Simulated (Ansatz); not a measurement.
Consider the hydrogenolysis of a Ge–N bond: `[SiH3][N]([SiH3])[GeH2][N]([SiH3])[SiH3]` + H₂ → `[SiH3][N]([SiH3])[GeH3]` + `[SiH3]N[SiH3]`.

Isolated molecules relaxed with PBE0-D4/def2-TZVP in Ansatz; ΔE leaves out vibrations. CCSD(T)/CBS is the MP2 limit (def2-TZVPP, def2-QZVPP) plus CCSD(T) − MP2 in def2-TZVPP, frozen cores. This one scheme is used for every species. Functionals use def2-TZVPP. For Ge outer-core shells are correlated without core-valence functions, which leaves a few kJ/mol of doubt a bond. Scalar relativity is left out up to krypton. Each species was taken in one conformer, which may not be the lowest.

CCSD(T)/CBS gives +4.9 kcal/mol.

Problem. Another level gave +1.7 kcal/mol. Which?
A. r2SCANh/def2-TZVPP
B. HF/def2-TZVPP
C. ωB97X-V/def2-TZVPP
D. RPA@PBE/def2-TZVPP

Solution. A. r2SCANh 1.7, RPA@PBE/def2-TZVPP 4.9, HF/def2-TZVPP -4.6, ωB97X-V 3.0 kcal/mol.

Largest T1 diagnostic among the species: 0.012.

The D4 term adds +8.1 kcal/mol with B3LYP and +4.8 kcal/mol with PBE0; it sums over pairs of atoms, weighted by their polarisabilities, and B3LYP, whose exchange is more repulsive, gets the larger term. In def2-TZVPP, CCSD(T) changes the Hartree–Fock value by +9.7 kcal/mol (the triples alone add +2.0 kcal/mol) and MP2 by +11.7 kcal/mol. At CCSD(T), def2-SVP lies −1.2 kcal/mol from the extrapolated value and def2-TZVPP +0.2 kcal/mol.

CCSD(T)/CBS has its own doubt, a few kJ/mol and more with outer-core shells, so smaller differences from it don't rank the levels.

B3LYP here is the variant with VWN-RPA as its local correlation; programs differ in this.
